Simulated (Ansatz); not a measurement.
A single point on ClI$_{3}$Ti, SMILES `[Cl][Ti]([I])([I])[I]`.

```yaml
crystal:
  periodic: [false, false, false]
  atoms:
    - {symbol: Cl, position_ang: [-0.638727, -0.175328, 2.142394]}
    - {symbol: Ti, position_ang: [-0.023501, -0.006449, 0.078817]}
    - {symbol: I, position_ang: [1.957707, -1.516632, -0.351621]}
    - {symbol: I, position_ang: [-1.926393, -0.683840, -1.441462]}
    - {symbol: I, position_ang: [0.630904, 2.382248, -0.428117]}
basis:
  gaussian: {orbitals: def2-TZVPP}
correlation: {method: mp2}
```

```sh
$ ansatz run in.yaml --threads 4 --pin off --events-out ev --progress --plain --max-ram 11315MiB
```

It prints (some lines left out):

```
Functional definition: HF
2127 factors; integrals over basis functions are off by at most 8.5e-4 eV
mean field evaluation 1: about -59807.8511 eV, gradient 4.5e1 eV
mean field evaluation 2: about -59807.9731 eV, gradient 4.5e1 eV
mean field evaluation 4: about -59813.1461 eV, gradient 1.8e1 eV
mean field evaluation 8: about -59813.8767 eV, gradient 1.1e0 eV
mean field evaluation 16: about -59813.8953 eV, gradient 1.6e-6 eV
mean field -59813.89532854 eV, -2198.1201100094 hartree, gradient 1.9e-6 eV, S^2 0.000000; 0 other end points of the search recorded, 0 dependent functions left out
22 core orbitals not correlated: weight in the atoms' cores, before any rotation towards them, 1.000 or more for the frozen orbitals, at most 0.000 for the correlated occupied ones
reference -59813.89532854 eV, -2198.1201100094 hartree; 35, 35 occupied and 199, 199 virtual orbitals, 2127 factors
second order -58.63854559 eV of doubles, -0.00000000 eV of singles
Total energy: -59872.53387413 eV, -2200.2750368130 hartree
```

Run time 7 s (4 threads of an Intel Xeon 6975P-C on a shared host); peak host memory 1 GiB.
